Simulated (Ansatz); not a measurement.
Reading a saddle point

A first-order saddle point of AlNH₆O₂, closed shell, PBE0-D4/def2-TZVP, with one imaginary mode of 1242i cm⁻¹:

Al1  (-0.082, -0.397, 0.006)
N2  (0.008, 1.451, -0.267)
O3  (0.540, -1.262, -1.315)
O4  (-1.390, -0.826, 1.000)
H5  (0.947, 0.941, 0.613)
H6  (1.299, 0.095, 1.066)
H7  (-0.676, 2.077, 0.136)
H8  (0.376, 1.839, -1.125)
H9  (0.604, -2.210, -1.391)
H10  (-1.625, -1.707, 1.277)
(Å)

Computed with Ansatz 0.2.0 (basis: def2-TZVPP and def2-QZVPP); correlated methods freeze the cores. Extrapolation: Hartree–Fock as exp(−7.88 √X), correlation as X^−2.97.

(1) Which contacts change along the imaginary mode, and what lies on either side? (Judge from chemistry; the calculation decides.)

(2) Which side is lower, and how far does the saddle lie above each? (To be estimated.)

T1 diagnostic: at most 0.013. The end structure is not quite a true minimum (one mode of 58i cm⁻¹).

Results:

(1) The calculation gives: The step is AlNH₄O₂ ([NH2][Al]([OH])[OH]) + H₂ → AlH₃O₂ ([OH][AlH][OH]) + NH₃ (still joined by a long Al–N bond), with the molecules in contact on both sides. Shortening one way: Al1–H6, N2–H5; lengthening the same way: Al1–N2, H5–H6.
```csv
pair,one side (Å),saddle (Å),other side (Å)
Al1–H6,2.63,1.81,1.60
N2–H5,2.86,1.38,1.01
Al1–N2,1.76,1.87,2.02
H5–H6,0.75,1.02,3.04
```

(2) The calculation gives: The side with Al1–H6, N2–H5 short is lower by 0.521 eV; the saddle lies 1.470 eV above it and 0.949 eV above the other (CCSD(T) at an estimated basis limit (MP2 extrapolated from triple and quadruple zeta, plus CCSD(T) − MP2 in triple zeta); electronic energies).

Labels in which every atom is bracketed show which atoms are joined, not bond orders.

For scale, one of the runs: CCSD(T)/def2-TZVPP, 219 basis functions, launched by `ansatz run in.yaml --threads 4 --pin off --events-out ev --progress --plain --max-ram 9574MiB`. Hardware: 4 CPU threads of an Intel Xeon, shared host. Wall time 76 s; peak host memory 3.4 GiB.
